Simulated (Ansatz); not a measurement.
Two isomers of Al2Cl2F2H2: A = `[F][Al@H-]1[Cl+][Al@H-]([F])[Cl+]1`, B = `[Cl][Al@H-]1[F+][Al@@H-]([Cl])[F+]1`.

Program: Ansatz. Geometries: PBE0-D4/def2-TZVP. ΔE: electronic, gas phase. CBS: MP2 limit from def2 TZ/QZ plus the TZ coupled-cluster correction, frozen cores. DFT in def2-TZVPP. B3LYP here is the variant with VWN-RPA as its local correlation; programs differ in this.

**Question.** Which is lower in electronic energy at CCSD(T)/CBS, and by how much? (An estimate is asked.)

**Answer.** Ansatz gave: B, by 14.3 kcal/mol.

**Question.** Give E(B) − E(A) in kcal/mol with B3LYP, BLYP-D4, PBE-D4, HF/def2-TZVPP, MP2/def2-TZVPP, CCSD/def2-TZVPP, r2SCAN-D4. (An estimate is asked.)

**Answer.** Computed: B3LYP -14.0, BLYP-D4 -11.4, PBE-D4 -9.7, HF/def2-TZVPP -18.3, MP2/def2-TZVPP -12.7, CCSD/def2-TZVPP -14.7, r2SCAN-D4 -13.3. None reverses the order clearly.

**Question.** Does the order hold for the free energy at 298.15 K (harmonic terms from PBE0-D4)? (Estimate.)

**Answer.** Ansatz gave: Yes: G(B) − G(A) = -13.3 kcal/mol. Modes under 60 cm⁻¹, often nearly free rotors, make the harmonic entropy too high.

Largest T1 diagnostic: 0.011.

The D4 term adds +1.0 kcal/mol with B3LYP and +0.4 kcal/mol with PBE0; it sums over pairs of atoms, weighted by their polarisabilities, and B3LYP, whose exchange is more repulsive, gets the larger term. From PBE to PBE0 (25 % exact exchange), in def2-TZVPP and without D4, E(B) − E(A) moves by −1.7 kcal/mol.
